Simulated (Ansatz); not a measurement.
A nudged elastic band was laid between two geometries of C₂H₈FOPSi (14 atoms, charge 0, multiplicity 1).

Computed with RKS PBE0-D4/def2-SVP in Ansatz.

| Quantity | Value |
| --- | --- |
| movable images | 7 |
| climbing image | yes |
| spring | 5.0 eV/Å² |
| optimiser | quadratic models (default) |
| start path | IDPP |
| force threshold | 0.05 eV/Å |
| iteration limit | 49 |
| end points | relaxed |

Image 0:

```xyz
14
Properties=species:S:1:pos:R:3
C -0.145 -1.507 1.640
O -0.723 -0.971 0.477
Si 0.080 0.020 -0.587
P -1.397 0.432 -2.241
C 0.516 1.666 0.250
F 1.427 1.435 1.270
H 0.704 -2.175 1.403
H -0.906 -2.099 2.170
H 0.223 -0.718 2.319
H 1.356 -0.629 -1.030
H -1.328 -0.907 -2.732
H -0.376 0.901 -3.128
H -0.392 2.129 0.679
H 0.949 2.392 -0.462
```

Image 8:

```xyz
14
Properties=species:S:1:pos:R:3
C 0.166 -1.526 1.720
O -0.622 -0.965 0.707
Si -0.042 -0.040 -0.547
P -1.822 0.358 -1.861
C 0.632 1.637 0.034
F -0.396 2.456 0.451
H 1.026 -2.092 1.315
H -0.453 -2.223 2.305
H 0.556 -0.759 2.414
H 1.105 -0.754 -1.204
H -1.671 -0.864 -2.587
H -1.028 1.101 -2.792
H 1.180 2.131 -0.790
H 1.355 1.512 0.862
```

**Question.** Which bonds break or form, and what moves?

**Answer.** No bond is made or broken. The dihedral O2–Si3–C5–H13 goes from -54 to 169°.

**Question.** Give the energies along the band, and the barrier.

**Answer.** The run converged. The highest image is number 4 of 0 to 8, 11.3 kJ/mol above the first end and 6.8 kJ/mol above the last; the last end lies 4.5 kJ/mol above the first. A vibrational analysis at the climbing image gives one clearly imaginary mode, 84i cm⁻¹: a first-order saddle point.

```
image  path coordinate (Å)  energy (kJ/mol)  dihedral O2–Si3–C5–H13 (°)
    0                 0.00              0.0                         -54
    1                 0.54              1.4                         -68
    2                 1.08              5.5                         -85
    3                 1.62              9.7                        -101
    4                 2.16             11.3                        -118
    5                 2.88              8.8                        -141
    6                 3.60              5.2                        -163
    7                 4.33              4.7                         179
    8                 5.05              4.5                         169
```

**Question.** What is the geometry of the highest image?

**Answer.** 
```xyz
14
Properties=species:S:1:pos:R:3:forces:R:3
C 0.301 -1.562 1.584 -0.01 0.00 0.00
O -0.549 -1.040 0.594 0.01 0.00 0.00
Si -0.058 0.006 -0.595 0.00 0.00 0.00
P -1.877 0.392 -1.867 0.00 -0.01 0.00
C 0.513 1.664 0.186 0.00 0.01 -0.01
F 0.418 1.590 1.563 0.00 0.00 0.01
H 1.168 -2.090 1.144 0.00 0.00 0.00
H -0.267 -2.288 2.185 0.00 0.00 0.00
H 0.675 -0.770 2.252 0.00 0.00 0.00
H 1.089 -0.589 -1.360 0.00 0.00 0.00
H -1.773 -0.849 -2.566 0.00 0.00 0.00
H -1.098 1.098 -2.840 0.00 0.00 0.00
H -0.112 2.507 -0.162 0.00 0.00 -0.01
H 1.557 1.901 -0.087 0.00 0.00 0.00
```

**Question.** What are the harmonic wavenumbers there?

**Answer.** 84i, 96, 106, 116, 131, 145, 184, 249, 370, 472, 601, 641, 684, 741, 780, 843, 876, 1082, 1094, 1167, 1179, 1216, 1248, 1313, 1455, 1469, 1472, 1485, 2185, 2389, 2417, 3021, 3041, 3102, 3114, 3151 cm⁻¹.

Run time: 4.2 min on 2 threads of Arm Neoverse V1 (shared host), peak memory 0.34 GiB.
